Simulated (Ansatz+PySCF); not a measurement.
Values are calculated unless marked as measured or tabulated.
This PySCF input gave a total energy of -1338.32121 hartree.

```python
from pyscf import gto, dft

mol = gto.M(atom="""
Fe 0.000000 0.000000 0.000000
O 0.000000 0.000000 1.680640
""", basis='def2-svp', charge=0, spin=4)
mf = dft.UKS(mol, xc='pbe0')
mf.init_guess = 'atom'
mf.kernel()
while True:  # follow internal instabilities
    mo, _, stable, _ = mf.stability(return_status=True)
    if stable: break
    mf.kernel(mf.make_rdm1(mo, mf.mo_occ))
print(mf.converged, mf.e_tot, mf.spin_square()[0])
```

Problem. Write an input for Ansatz with the same method and basis set.

Solution.

```yaml
crystal:
  periodic: [false, false, false]
  atoms:
    - { symbol: Fe, position_ang: [0.0, 0.0, 0.0] }
    - { symbol: O, position_ang: [0.0, 0.0, 1.68064] }
basis:
  gaussian: { orbitals: def2-SVP }
magnetization:
  spin_polarized: true
  initial_magnetization: 4
hamiltonian:
  xc: pbe0
```

Ansatz (development build ahead of 0.2.0) gave -1338.32118 hartree, 0.90 meV from the first. Caution: another spin multiplicity may lie lower; the unrestricted determinant is spin contaminated.
